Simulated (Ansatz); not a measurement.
Mulliken charges of CH5FSeSi (`C[Se][SiH2]F`) from ωB97M-V/def2-TZVPP in Ansatz (PBE0-D4/def2-TZVP geometry).

| atom | x (Å) | y (Å) | z (Å) | charge (e) |
| --- | --- | --- | --- | --- |
| C1 | 0.332 | 1.536 | 0.082 | -0.439 |
| Se2 | 1.071 | -0.022 | 1.019 | -0.095 |
| Si3 | -0.275 | -1.478 | -0.062 | 0.447 |
| F4 | 0.046 | -2.940 | 0.491 | -0.308 |
| H5 | 0.510 | 1.459 | -0.989 | 0.159 |
| H6 | -0.731 | 1.639 | 0.292 | 0.159 |
| H7 | 0.863 | 2.401 | 0.475 | 0.152 |
| H8 | -1.705 | -1.179 | 0.199 | -0.037 |
| H9 | -0.022 | -1.464 | -1.524 | -0.037 |

**Question.** By hand: the dipole of these point charges (1 e Å = 4.8032 D).

**Answer.** Σ q r = (-0.225, 0.528, -0.301) e Å, of length 0.648 e Å = 3.11 D.

**Question.** How does the dipole of the full density compare? (Best estimate.)

**Answer.** The calculation gave: (-0.171, 0.422, -0.231) e Å, 2.45 D; the point charges give 1.27 times that, at 1° from its direction.

Point charges leave out the atoms' own dipoles, such as those of lone pairs, and Mulliken's split depends on the basis, so the two needn't agree.
